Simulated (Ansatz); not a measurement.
A CCSD(T) single point on H₄O₃SiTe, SMILES `O[Si](O)(O)[TeH]`.

```yaml
crystal:
  periodic: [false, false, false]
  atoms:
    - {symbol: O, position_ang: [-1.455531, -0.791907, -0.199019]}
    - {symbol: Si, position_ang: [0.038016, -0.186845, 0.052079]}
    - {symbol: O, position_ang: [0.756187, -1.137332, 1.173512]}
    - {symbol: O, position_ang: [0.773077, -0.174485, -1.401262]}
    - {symbol: Te, position_ang: [0.105519, 2.124565, 0.971563]}
    - {symbol: H, position_ang: [-2.034884, -0.880597, 0.559266]}
    - {symbol: H, position_ang: [1.665189, -0.935122, 1.402429]}
    - {symbol: H, position_ang: [0.428983, -0.788943, -2.054217]}
    - {symbol: H, position_ang: [-0.276547, 2.770675, -0.504360]}
basis:
  gaussian: {orbitals: def2-TZVPP}
correlation: {method: ccsd_t}
```

```sh
$ ansatz run in.yaml --threads 2 --pin off --events-out ev --progress --plain --max-ram 32768MiB --backend cuda --devices 0, --max-vram 18GiB
```

Log, shortened:

```
Functional definition: HF
1642 factors; integrals over basis functions are off by at most 8.6e-4 eV
mean field evaluation 1: about -21305.0015 eV, gradient 5.6e1 eV
mean field evaluation 2: about -21305.3071 eV, gradient 5.7e1 eV
mean field evaluation 4: about -21310.8458 eV, gradient 3.3e0 eV
mean field evaluation 8: about -21310.9159 eV, gradient 2.7e-1 eV
mean field -21310.91622841 eV, -783.1617263364 hartree, gradient 4.4e-6 eV, S^2 0.000000; 0 other end points of the search recorded, 0 dependent functions left out
12 core orbitals not correlated: weight in the atoms' cores, before any rotation towards them, 1.000 or more for the frozen orbitals, at most 0.000 for the correlated occupied ones
reference -21310.91622841 eV, -783.1617263364 hartree; 21, 21 occupied and 208, 208 virtual orbitals, 1642 factors
second order -35.43864899 eV of doubles, -0.00000000 eV of singles
cycle   1  -34.28662832 eV  change     1.2e0 eV  update   1.2e-1
cycle   2  -35.04265769 eV  change   -7.6e-1 eV  update   3.3e-2
cycle   3  -35.18238616 eV  change   -1.4e-1 eV  update   1.6e-2
cycle   4  -35.15487841 eV  change    2.8e-2 eV  update   3.8e-3
cycle   5  -35.15244076 eV  change    2.4e-3 eV  update   1.7e-3
cycle   6  -35.15387440 eV  change   -1.4e-3 eV  update   5.2e-4
cycle   7  -35.15352742 eV  change    3.5e-4 eV  update   1.9e-4
cycle   8  -35.15333693 eV  change    1.9e-4 eV  update   5.7e-5
cycle   9  -35.15335754 eV  change   -2.1e-5 eV  update   2.4e-5
perturbative correction -1.12221342 eV, -0.0412405827 hartree
Total energy: -21347.19179938 eV, -784.4948289807 hartree
```

Hardware: 2 threads of an AMD EPYC 7R13 on a shared host and a share of an NVIDIA H100 80 GB. Wall time 9.5 s, peak host memory 0.83 GiB.

The correlation energy is -36.276 eV, 3.1 % of it from (T); the T1 diagnostic reads 0.0115.
